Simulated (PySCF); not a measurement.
Input of a response calculation (the driver script's job line, then coordinates in Å):

```
{"job": {"kind": "uv", "xc": "CAM-B3LYP", "basis": "def2-SVPD", "nstates": 8, "ntriplets": 3}, "charge": 0, "multiplicity": 1}
Al     2.339214     0.374416     0.890615
N      0.821671     0.191270    -0.038908
C     -0.231831     1.179296    -0.248733
C     -1.537053     0.439084     0.085979
C     -1.200587    -1.043588    -0.161349
C      0.262587    -1.019705    -0.630964
H      2.373055     0.119733     2.412899
H      3.654044     0.791833     0.196931
H     -0.249995     1.499425    -1.299120
H     -0.061419     2.056769     0.379179
H     -2.359065     0.784347    -0.539108
H     -1.805940     0.600277     1.128856
H     -1.289592    -1.613595     0.762411
H     -1.850221    -1.495134    -0.909501
H      0.296229    -0.958905    -1.727154
H      0.831306    -1.896578    -0.313443
```

The calculation used TDDFT CAM-B3LYP/def2-SVPD, vertical, gas phase, core orbitals frozen in the response in PySCF. Job line and output are in the format of a driver script around the code.

Problem. Give the output without the SCF cycles.

Solution. 
```
converged SCF energy = -455.2779038963

Static polarisability (au): isotropic 79.396, principal 72.965 74.895 90.330

Singlet excitations
state   eV       nm        f      main configurations
  1   3.4053    364.1   0.00006   H->L 0.97
  2   5.2084    238.0   0.00572   H->L+1 0.76, H->L+2 0.17
  3   5.6993    217.5   0.00008   H-1->L 0.98
  4   6.1394    201.9   0.05896   H->L+3 0.55, H->L+2 0.23, H->L+1 0.10
  5   6.4846    191.2   0.01464   H->L+2 0.42, H->L+4 0.23, H->L+3 0.14
  6   6.6344    186.9   0.02299   H->L+4 0.44, H->L+6 0.33, H->L+3 0.14
  7   6.6679    185.9   0.02231   H-3->L 0.93
  8   6.8532    180.9   0.00361   H->L+5 0.92

Triplet excitations (Tamm-Dancoff, eV): 3.3358 4.9851 5.2066
```

Geometry: GFN2-xTB, one conformer, isolated molecule. The groups on Al1 and N2 stand twisted against each other at this level; a DFT optimisation may well turn them into one plane, so the geometry is suspect.

H and L stand for HOMO and LUMO.

The run took 91 s of wall time (grids of density and orbitals included) on one thread, Intel Xeon at 2.50 GHz (x86_64), no GPU, shared host, and the process peaked at 0.93 GiB of memory.
